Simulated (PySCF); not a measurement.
# Computed structure and properties of [Nd(H2O)2]3+

System: [Nd(H2O)2]3+ (singlet in the valence; each metal's 4f electrons, 3 of them, lie in its core potential, out of spins and levels); start: displaced along the imaginary mode (C1). Method: PySCF 2.14.0, RKS BP86, Nd lcecp-1-SVP with ECP49, O def2-SVP, H def2-SVP; non-relativistic Hamiltonian with scalar-relativistic core potentials where named; density fitting; no spin-orbit coupling.

Input of the relaxation:

```python
mol = gto.M(atom='''
Nd     0.00297     0.04748     0.00000
O     -0.01170    -0.17987     2.33322
H      0.54786     0.30837     3.01503
H     -0.55565    -0.79514     2.91732
O     -0.01080    -0.17982    -2.33322
H      0.52511    -0.79657    -2.92307
H     -0.57840     0.30694    -3.00928''',
    basis={'Nd': 'lcecp-1-SVP', 'O': 'def2-SVP', 'H': 'def2-SVP'},
    ecp={'Nd': 'lcecp-1-SVP'},
    charge=3, spin=0)
mf = dft.RKS(mol, xc='B88,P86')
mf.grids.atom_grid = (50, 194)  # f atoms: unpruned, at least (60, 302)
mf = mf.density_fit()  # fitting sets: Nd AutoAux, O def2-universal-JKFIT, H def2-universal-JKFIT
mf.conv_tol = 1e-08; mf.max_cycle = 55
mf.kernel(dm0)  # dm0: converged density of the start geometry
# quasi-Newton relaxation in Cartesian coordinates to a largest gradient under 0.00045 Eh/bohr, steps kept in the point group
```

Run from Python with OMP_NUM_THREADS=2; the lines above give its settings. Where DIIS fails, smearing, a level shift and second-order steps follow.
It took 93 s on 2 threads of Arm Neoverse V2, with other jobs on the host, from the converged density of the start.

Course of the relaxation:

```json
{"step": "0", "energy above end (eV)": "0.2117", "largest force component within the symmetry (eV/Å)": "0.107"}
{"step": "1", "energy above end (eV)": "0.2091", "largest force component within the symmetry (eV/Å)": "0.068"}
{"step": "2", "energy above end (eV)": "0.2063", "largest force component within the symmetry (eV/Å)": "0.170"}
{"step": "3", "energy above end (eV)": "0.2027", "largest force component within the symmetry (eV/Å)": "0.143"}
{"step": "4", "energy above end (eV)": "0.1974", "largest force component within the symmetry (eV/Å)": "0.182"}
{"step": "5", "energy above end (eV)": "0.1896", "largest force component within the symmetry (eV/Å)": "0.229"}
{"step": "6", "energy above end (eV)": "0.1781", "largest force component within the symmetry (eV/Å)": "0.270"}
{"step": "7", "energy above end (eV)": "0.1621", "largest force component within the symmetry (eV/Å)": "0.477"}
{"step": "35", "energy above end (eV)": "0.0007", "largest force component within the symmetry (eV/Å)": "0.059"}
{"step": "36", "energy above end (eV)": "0.0005", "largest force component within the symmetry (eV/Å)": "0.019"}
{"step": "37", "energy above end (eV)": "0.0003", "largest force component within the symmetry (eV/Å)": "0.044"}
{"step": "38", "energy above end (eV)": "0.0002", "largest force component within the symmetry (eV/Å)": "0.022"}
{"step": "39", "energy above end (eV)": "0.0001", "largest force component within the symmetry (eV/Å)": "0.036"}
{"step": "40", "energy above end (eV)": "0.0000", "largest force component within the symmetry (eV/Å)": "0.015"}
```
(The steps between are left out.)

Relaxed geometry (C1):

```xyz
7

Nd    0.1538    1.0522   -0.0064
O     0.0672   -0.1737    1.9282
H     0.1128    0.1678    2.8736
H    -0.0290   -1.1650    2.0602
O    -0.0876   -0.1741   -1.9275
H     0.0571   -1.1552   -2.0890
H    -0.3549    0.1594   -2.8390
```

```json
{"contact": "Nd1–O2 (H2O)", "Å": "2.292"}
{"contact": "Nd1–O5 (H2O)", "Å": "2.292"}
```

On the finer grid (75, 302):

```yaml
HOMO: -24.52 eV
LUMO: -19.48 eV
Dipole_about_the_centre_of_mass: 2.93 D
Set_of_Mulliken_populations_of_Nd1_outside_the_core_potential: s 2.08, p 6.09, d 0.64, f 0.04
D3_BJ_dispersion_energy_not_in_the_energies: -0.168 eV
```

| atom | Mulliken (e) | Löwdin (e) | spin (e) |
| --- | --- | --- | --- |
| Nd1 | 2.16 | 1.96 | 0.00 |
| O2 | -0.28 | 0.06 | 0.00 |
| H3 | 0.35 | 0.23 | 0.00 |
| H4 | 0.35 | 0.23 | 0.00 |
| O5 | -0.28 | 0.05 | 0.00 |
| H6 | 0.35 | 0.23 | 0.00 |
| H7 | 0.35 | 0.23 | 0.00 |

The 4f levels lie in the core potential and are missing. Their spin isn't counted.

On the grid (50, 194), as all that follows. Harmonic modes: a minimum within the noise of the softest modes; lowest 24 cm⁻¹ (negative: unstable), highest 3389 cm⁻¹, zero-point energy 1.260 eV.

Taking off one H2O (charge 0, singlet; the rest: singlet) in vacuum, both parts rigid, costs 4.22 eV; the small basis without counterpoise inflates it. Parting with an electron moved from the ligand to the metal can be far cheaper, even downhill.

Rigid scan of H2O along the line from its metal:

| distance to O2 (Å) | energy (eV) |
| --- | --- |
| 1.99 | 0.718 |
| 2.09 | 0.273 |
| 2.19 | 0.059 |
| 2.29 | 0.000 |
| 2.39 | 0.045 |
| 2.49 | 0.156 |
| 2.69 | 0.480 |

One start shape was tried, so this needn't be the lowest isomer.

An lcecp potential fixes the number of 4f electrons, so in runs with it no electron can move into or out of that shell.
